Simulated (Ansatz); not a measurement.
Geometry optimisation, RKS PBE0/def2-SVP in Ansatz.

Input:

```yaml
crystal:
  periodic: [false, false, false]
  atoms:
    - { symbol: Ge, position_ang: [0.185549, 0.037693, -0.092017] }
    - { symbol: Cl, position_ang: [0.33627, -0.028914, 2.098368] }
    - { symbol: O, position_ang: [1.821146, -0.01956, -0.713318] }
    - { symbol: H, position_ang: [2.250992, -0.869628, -0.572097] }
    - { symbol: Cl, position_ang: [-0.515957, 1.871043, -0.867235] }
    - { symbol: Cl, position_ang: [-0.794361, -1.729441, -0.829562] }
    - { symbol: O, position_ang: [-2.583069, 0.092238, 0.973372] }
    - { symbol: H, position_ang: [-2.799384, -0.731898, 0.517507] }
    - { symbol: H, position_ang: [-2.217285, -0.203331, 1.837582] }
basis:
  gaussian: { orbitals: def2-SVP }
hamiltonian:
  xc: pbe0
relax:
  f_tol: 0.03
  max_steps: 50
```

Run as:

```bash
$ ansatz run input.yaml --threads 4 --pin off --max-ram 5120MiB --backend cpu --events-out ev --progress --plain --runs-dir out
```

Task: Where does it end, and by what steps?

Result: The forces met the threshold. After 5 steps the energy has fallen by 0.039 eV; H9 moved furthest, 0.15 Å.

```tsv
step	energy less start (eV)	largest force component (eV/Å)	accepted
0	0.0000	0.817	yes
1	0.2165	3.155	no
2	-0.0357	0.197	yes
3	-0.0372	0.095	yes
4	-0.0378	0.084	yes
5	-0.0387	0.015	yes
```

```xyz
9
Properties=species:S:1:pos:R:3
Ge 0.194 0.012 -0.106
Cl 0.376 -0.120 2.033
O 1.826 -0.018 -0.749
H 2.309 -0.816 -0.503
Cl -0.569 1.844 -0.832
Cl -0.790 -1.746 -0.862
O -2.525 0.102 0.936
H -2.822 -0.743 0.577
H -2.315 -0.097 1.857
```

The run took 20 s on 4 threads of Arm Neoverse V1, with other jobs on the host, peak memory 0.38 GiB.
